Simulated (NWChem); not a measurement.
Molecule: CH6BeGeO; SMILES C[O][Be][GeH3]

```xyz
10

Be    -0.3426    -0.1523    -0.5618
O     -1.0663    -0.4906    -1.7020
C     -1.7955    -0.8384    -2.8155
H     -2.5697    -0.0825    -3.0339
H     -1.1460    -0.9242    -3.7037
H     -2.3010    -1.8089    -2.6708
Ge     0.7862     0.3676     1.2320
H      1.2034    -0.8725     2.0548
H      2.0946     1.1304     0.9236
H     -0.0104     1.2696     2.2026
```
Atoms are numbered in this order, from 1.

Results from NWChem. All runs use the structure optimised with PBE0/def2-SVP. Static field.

For level B3LYP/aug-cc-pVDZ:

```
Property                          Value
--------------------------------  -----
isotropic polarisability (bohr³)   71.7
anisotropy (bohr³)                 30.6
```

Problem. How do the values read with level PBE/aug-cc-pVDZ instead?

Solution. The isotropic polarisability (bohr³) is 75.0. The anisotropy (bohr³) is 35.2.
